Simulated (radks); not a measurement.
Question: Neutral technetium, [Kr] 4d5 5s2. All-electron calculation, non-relativistic Kohn-Sham, exchange-only PBE, spin-polarised, spherical densities, point nucleus. Program: a radial shooting solver on a logarithmic mesh with Libxc functionals. Every spin shell is full or empty, so the densities are truly spherical. Functionals are evaluated on that one density, not self-consistently. Rank these orbital-free kinetic functionals by their error against the exact value of the orbitals, and give that value: Thomas-Fermi, von Weizsacker, TF + vW/9, TF + vW/5, LC94, APBEK, Pearson, Ernzerhof.

Answer: Exact: 4204.26 hartree. From best to worst, with 100 (|E| - |E exact|)/|E exact| (equal figures are ties): LC94 +0.08, APBEK +0.14, Ernzerhof -0.37, TF + vW/9 -0.68, Pearson -0.96, TF + vW/5 +3.21, Thomas-Fermi -5.53, von Weizsacker -56.30.
